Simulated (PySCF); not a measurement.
# Computed records: AlClH$_{3}$N, AlH$_{5}$N$_{2}$, AlH$_{2}$N, AlClFH$_{2}$N

Computed with PySCF 2.14.0. Calculation on a computer-drawn molecule: optimised geometry and harmonic frequencies of an isolated molecule of the commonest isotopes, restricted reference for singlets and unrestricted otherwise, frozen core in MP2.

Common to all runs: charge 0; multiplicity 1; basis cc-pV(D+d)Z.

(1) AlClH$_{3}$N

Start structure:
```xyz
6
AlClH3N
N      0.4528     1.1004    -0.2609
Al     1.0456     0.6862     1.3344
Cl     2.6814     1.7933     2.0948
H      0.8244     1.8222    -0.8498
H     -0.3135     0.6456    -0.7214
H      0.4118    -0.4557     2.1940
```

- method: MP2
- rotational constants: 23.03, 3.593, 3.108 GHz
- total energy: -758.1109 hartree
- convergence status largest gradient component: 3.286e-05 hartree/bohr

Drawn bonds:
```tsv
atom	other atom	order
1	2	1
2	3	1
1	4	1
1	5	1
2	6	1
```

Optimised structure:
```xyz
6
AlClH3N
N      0.4528     1.1010    -0.2621
Al     1.0556     0.6901     1.3437
Cl     2.6884     1.7927     2.1067
H      0.8242     1.8313    -0.8650
H     -0.3257     0.6340    -0.7213
H      0.4071    -0.4572     2.1890
```

Modes:
```tsv
frequency (cm⁻¹)	reduced mass (dalton)
185.2	3.776
376.9	1.151
379.2	1.286
504.8	7.195
528.6	1.107
577.6	1.161
740	1.305
851.5	6.161
1544	1.115
2026	1.044
3607	1.051
3709	1.094
```

(2) AlH$_{5}$N$_{2}$

Start structure:
```xyz
8
AlH5N2
N      1.5818     0.3555    -0.4943
Al     1.1897     1.8266    -1.4749
N      0.2757     1.7447    -3.0201
H      1.3631    -0.6414    -0.6605
H      2.1452     0.3914     0.2983
H      1.6688     3.0887    -0.9836
H     -0.1813     0.9999    -3.4039
H     -0.0050     2.5470    -3.5000
```

* method: HF
* rotational constants: 26.91, 6.066, 4.95 GHz
* total energy: -353.8070 hartree
* convergence status largest gradient component: 3.177e-05 hartree/bohr

Drawn bonds:
```tsv
atom	other atom	order
1	2	1
2	3	1
1	4	1
1	5	1
2	6	1
3	7	1
3	8	1
```

Optimised structure:
```xyz
8
AlH5N2
N      1.5788     0.3590    -0.5437
Al     1.2022     1.8207    -1.4616
N      0.2471     1.7261    -2.9449
H      1.3025    -0.5771    -0.7723
H      2.1159     0.3492     0.3029
H      1.7221     3.2200    -0.9533
H     -0.1315     0.8955    -3.3591
H      0.0009     2.5191    -3.5069
```

Modes:
```tsv
frequency (cm⁻¹)	reduced mass (dalton)
219.4	2.556
286.3	1.018
369	1.166
385.7	1.235
419.2	1.327
554.3	1.06
576.1	1.14
710.4	1.882
764.7	1.243
805.8	2.805
913.6	5.093
1672	1.115
1680	1.106
2002	1.042
3780	1.052
3781	1.052
3861	1.093
3861	1.093
```

(3) AlH$_{2}$N

Start structure:
```xyz
4
AlH2N
N     -1.8654    -0.6260     0.8705
Al    -1.9442     0.8527    -0.0965
H     -1.0918    -1.3464     0.8175
H     -2.4787    -0.8980     1.5898
```

- method: HF
- rotational constants: 377.3, 14.18, 13.67 GHz
- total energy: -297.5487 hartree
- convergence status largest gradient component: 9.564e-06 hartree/bohr

Drawn bonds:
```tsv
atom	other atom	order
1	2	1
1	3	1
1	4	1
```

Optimised structure:
```xyz
4
AlH2N
N     -1.8358    -0.6310     0.8794
Al    -1.9435     0.8597    -0.1092
H     -1.1158    -1.3324     0.8156
H     -2.4851    -0.9140     1.5956
```

Modes:
```tsv
frequency (cm⁻¹)	reduced mass (dalton)
450.5	1.249
497.2	1.179
773.2	6.711
1656	1.11
3724	1.053
3804	1.091
```

(4) AlH$_{2}$N

Start structure:
```xyz
4
AlH2N
N     -1.8358    -0.6310     0.8794
Al    -1.9435     0.8597    -0.1092
H     -1.1158    -1.3324     0.8156
H     -2.4851    -0.9140     1.5956
```

- method: MP2
- rotational constants: 366.7, 13.96, 13.45 GHz
- total energy: -297.7727 hartree
- convergence status largest gradient component: 3.319e-05 hartree/bohr

Drawn bonds:
```tsv
atom	other atom	order
1	2	1
1	3	1
1	4	1
```

Optimised structure:
```xyz
4
AlH2N
N     -1.8357    -0.6299     0.8783
Al    -1.9447     0.8722    -0.1172
H     -1.1054    -1.3426     0.8148
H     -2.4944    -0.9175     1.6055
```

Modes:
```tsv
frequency (cm⁻¹)	reduced mass (dalton)
396.1	1.251
421.4	1.181
747.2	6.588
1525	1.114
3543	1.052
3646	1.091
```

(5) AlClFH$_{2}$N

Start structure:
```xyz
6
AlClFH2N
N      0.0270     0.4804    -0.9455
Al     0.9200     0.2335     0.5127
F      0.1349     0.4210     1.9667
Cl     2.9090    -0.2359     0.5963
H     -1.0055     0.7056    -0.8969
H      0.3847     0.3880    -1.8128
```

- method: HF
- rotational constants: 6.454, 3.128, 2.107 GHz
- total energy: -856.6834 hartree
- convergence status largest gradient component: 4.082e-05 hartree/bohr

Drawn bonds:
```tsv
atom	other atom	order
1	2	1
2	3	1
2	4	1
1	5	1
1	6	1
```

Optimised structure:
```xyz
6
AlClFH2N
N      0.0016     0.4733    -0.9122
Al     0.8950     0.2469     0.5629
F      0.1309     0.4177     2.0096
Cl     2.9295    -0.2400     0.5538
H     -0.9723     0.7062    -0.9597
H      0.3855     0.3884    -1.8340
```

Modes:
```tsv
frequency (cm⁻¹)	reduced mass (dalton)
182.7	4.711
224.6	7.877
273.3	10.11
391.6	1.029
439.4	1.246
500.5	11.56
711.2	1.463
842	6.913
953.9	9.859
1667	1.112
3786	1.052
3873	1.094
```

(6) AlClFH$_{2}$N

Start structure:
```xyz
6
AlClFH2N
N      0.0016     0.4733    -0.9122
Al     0.8950     0.2469     0.5629
F      0.1309     0.4177     2.0096
Cl     2.9295    -0.2401     0.5538
H     -0.9723     0.7062    -0.9597
H      0.3855     0.3884    -1.8340
```

* method: MP2
* rotational constants: 6.31, 3.109, 2.083 GHz
* total energy: -857.2385 hartree
* convergence status largest gradient component: 8.473e-06 hartree/bohr

Drawn bonds:
```tsv
atom	other atom	order
1	2	1
2	3	1
2	4	1
1	5	1
1	6	1
```

Optimised structure:
```xyz
6
AlClFH2N
N      0.0011     0.4732    -0.9160
Al     0.8985     0.2459     0.5723
F      0.1240     0.4192     2.0379
Cl     2.9348    -0.2412     0.5423
H     -0.9858     0.7096    -0.9689
H      0.3977     0.3857    -1.8472
```

Modes:
```tsv
frequency (cm⁻¹)	reduced mass (dalton)
176.2	4.513
214.9	7.967
257.3	19.26
340.1	1.182
388.2	1.027
494	10.74
666.6	1.455
816.2	7.868
924	9.776
1543	1.115
3621	1.051
3723	1.094
```
